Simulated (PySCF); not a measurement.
NMR problem set

PySCF calculation with PBE0/pcSseg-1 with gauge-including orbitals and coordinates at the GFN2-xTB level; in vacuum, one conformer, non-relativistic Hamiltonian, rapidly exchanging positions averaged.

Scale: 1H (σ = 31.72 ppm), 13C (σ = 186.93 ppm) against TMS (reference shieldings calculated alike). Splittings of carbon signals by F and P are missing where no couplings were computed. Where no couplings were computed, multiplicities follow the n + 1 count of equivalent neighbours, and m marks all less simple cases (inequivalent or close neighbours, rings, F or P nearby). Shifts are as computed. Against solution values, carbons near 30 ppm lie about +3 ppm off and those near 130 ppm about +5 ppm. Of 1211 compounds with measured shifts, 218 miss one by over three times the rms of a fit or turn the order of signals round; such compounds aren't used in these exercises.

(1) C$_{6}$H$_{7}$FO. 1H NMR (500 MHz, computed): δ 6.44 (d, 1H), 5.08 (m, 1H), 5.03 (m, 2H), 4.87 (m, 1H), 3.06 (m, 2H). 13C{1H} NMR (computed): δ 154.8 (C), 147.9 (CH), 107.0 (CH), 100.5 (CH), 83.3 (CH2), 24.7 (CH2). Identify the compound.

(2) C$_{3}$H$_{10}$OSi$_{4}$. 1H NMR (400 MHz, computed): δ 9.70 (s, 1H), 7.40 (br s, 1H), 7.04 (br s, 1H), 4.74 (m, 1H), 4.67 (m, 1H), 4.26 (m, 1H), 4.23 (m, 2H), 3.98 (m, 2H). 13C{1H} NMR (computed): δ 205.8 (CH), 164.2 (C), 155.8 (CH2). What is it?

(3) C$_{7}$H$_{10}$F$_{2}$. 1H NMR (400 MHz, computed): δ 6.68 (m, 1H), 6.33 (m, 1H), 6.15 (m, 1H), 6.09 (m, 1H), 5.51 (m, 1H), 5.39 (m, 1H), 2.36 (m, 2H), 2.16 (m, 2H). 13C{1H} NMR (computed): δ 145.9 (CH), 145.3 (CH), 134.5 (CH), 123.0 (CH2), 118.0 (CH), 37.0 (CH2), 32.8 (CH2). Give a structure.

(4) C$_{4}$H$_{9}$NOSi$_{2}$. 1H NMR (300 MHz, computed): δ 5.28 (m, 1H), 5.22 (m, 1H), 5.21 (m, 1H), 5.18 (m, 1H), 2.55 (m, 1H), 1.92 (m, 1H), 1.83 (m, 1H), 1.80 (m, 1H), 0.58 (m, 1H). 13C{1H} NMR (computed): δ 126.0 (C), 24.4 (CH2), 15.0 (CH), 11.0 (CH2). Identify the compound.

Results:

(1) SMILES C(F)C1=CCC=CO1. The formula gives 3 degrees of unsaturation (1 ring in the answer). 6 carbon signals for 6 carbons: no two carbons are equivalent. Carbon types of the structure: 1 × C, 3 × CH, 2 × CH2, which accounts for all hydrogens. δC 154.8, 147.9: alkene carbon bearing oxygen; an sp2 carbon further deshielded by the attached heteroatom. δC 107.0, 100.5: β carbon of an enol-ether or enamine type C=C; the O or N lone pair pushes π density onto this β carbon and shields it. δC 83.3: allylic sp3 CH2 bonded to F; the inductive effect lowers its shielding. δC 24.7: allylic sp3 CH2; a saturated carbon with 2 carbon neighbours and no heteroatom attached.

The shifts were computed for this structure.

(2) `C=C(C=O)[SiH]1[SiH2][SiH2][SiH2]1`. Rings plus π bonds: 3 (1 ring in the answer). 3 carbon signals for 3 carbons: no two carbons are equivalent. Carbon types of the structure: 1 × C, 1 × CH, 1 × CH2, leaving 7 H on heteroatoms. δC 205.8: aldehyde carbonyl carbon; the double bond to the heteroatom, with no lone-pair donor beside it, deshields it most. δC 164.2: α carbon of a C=C–C=O unit; the olefinic region. δC 155.8: β carbon of a C=C–C=O unit; conjugation with the carbonyl draws π density from the β position. δH 9.70: hydrogen on an aldehyde carbonyl carbon; the C=O anisotropy and electron withdrawal place aldehyde protons far downfield.

The shifts were computed for this structure.

(3) `C(C=C)C/C=C\C(F)F`. The formula gives 2 degrees of unsaturation (no ring in the answer). 7 carbon signals for 7 carbons: no two carbons are equivalent. Carbon types of the structure: 4 × CH, 3 × CH2, which accounts for all hydrogens. δC 145.9, 145.3, 134.5: alkene CH; as expected for a trigonal carbon in a double bond. δC 123.0: terminal =CH2 carbon; as expected for a trigonal carbon in a double bond. δC 118.0: allylic sp3 CH bonded to 2 F; 2 electronegative neighbours deshield it. δH 6.33, 6.15, 6.09: hydrogen on an alkene CH; olefinic region.

This is the structure that produced the data.

(4) `N#C[C@H]1CC[SiH2]O[SiH2]1`. Rings plus π bonds: 3 (1 ring in the answer). 4 carbon signals for 4 carbons: no two carbons are equivalent. Carbon types of the structure: 1 × C, 1 × CH, 2 × CH2, leaving 4 H on heteroatoms. δC 126.0: nitrile carbon; this is the usual window of a C≡N carbon, which has no attached hydrogen. δC 24.4: sp3 CH2 in a ring; aliphatic region, no heteroatom directly attached. δC 11.0: sp3 CH2 bonded to Si; an electropositive neighbour leaves it electron-rich and shielded. δH 1.83, 0.58: hydrogen on an sp3 CH2 bonded to Si.

The data come from this structure; uniqueness wasn't tested.
